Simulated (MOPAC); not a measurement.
MOPAC input (PM3):

```
PM3 FORCE THERMO(298,298) PRECISE LET CHARGE=-1 GEO-OK AUX(PRECISION=9) THREADS=1
H5BN

B    -0.82521790 1    0.07516258 1   -0.00686111 1
N     0.78080156 1   -0.18180476 1    0.03375662 1
H    -1.30499874 1   -0.61513167 1   -0.79493976 1
H    -1.10078317 1    1.16825526 1   -0.27221050 1
H    -1.27931097 1   -0.16708026 1    1.02410240 1
H     1.19322930 1    0.45005460 1    0.69541949 1
H     1.17131681 1    0.06783101 1   -0.85637670 1
```

Question: Which zero-point energy does it print?

Answer: 34.83 kcal/mol, from the harmonic wavenumbers of PM3.
